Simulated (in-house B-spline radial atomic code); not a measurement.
Results of a calculation; reference values are marked as such.
## Correlation energy from the adiabatic connection: −Z/r, Z = 2.23, wall at 4.58 bohr

Two electrons in a singlet, external potential −Z/r, Z = 2.23, wall at 4.58 bohr (atomic units). Full CI in B-splines (partial waves to l = 8, correlation up to 0.6 % small) with the density held fixed gives W(λ) = <V_ee>_λ − U, and E_c is the integral of W(λ) − W(0) from 0 to 1.

```tsv
λ	W(λ) − W(0) (hartree)
0	0.00000
0.02	-0.00191
0.05	-0.00475
0.12	-0.01124
0.25	-0.02283
0.4	-0.03553
0.6	-0.05139
0.8	-0.06617
1	-0.07994
```

(1) Integrate the table by the trapezoid rule.

(2) Now use only three numbers: W(0) = -1.1695, the initial slope W'(0) = -0.09585 (extrapolated from the first points) and the strong-coupling limit of the point-charge-plus-continuum model, W∞ = -1.6639. What do second-order theory and the interpolation W(λ) = W∞ + (W(0) − W∞)/√(1 + 2χλ) of Seidl, Perdew and Levy give?

Answers

(1) The strips give -0.00002, -0.00010, -0.00056, -0.00221, -0.00438, -0.00869, -0.01176, -0.01461, which sum to -0.04233 hartree. The direct value, W(1) − W(0) + T_c with T_c = 0.03755, is -0.04240; the curve is convex, so chords lie above it and the trapezoids fall short in size by 0.16 %.

(2) Second order keeps the slope alone: E_c = W'(0)/2 = -0.04793, +13 % in size against -0.04240. Matching the slope fixes χ = W'(0)/(W∞ − W(0)) = -0.09585/(-0.49440) = 0.19387. Integrating, with s = √(1 + 2χ) = 1.178025, E_c = −(W(0) − W∞)(s − 1)/(s + 1) = −0.49440 × 0.178025/2.178025 = -0.04041 hartree, -4.7 % in size against the full result. At λ = 1 the formula gives W − W(0) = -0.07471 against -0.07994. Part of the miss can come from the model's W∞.
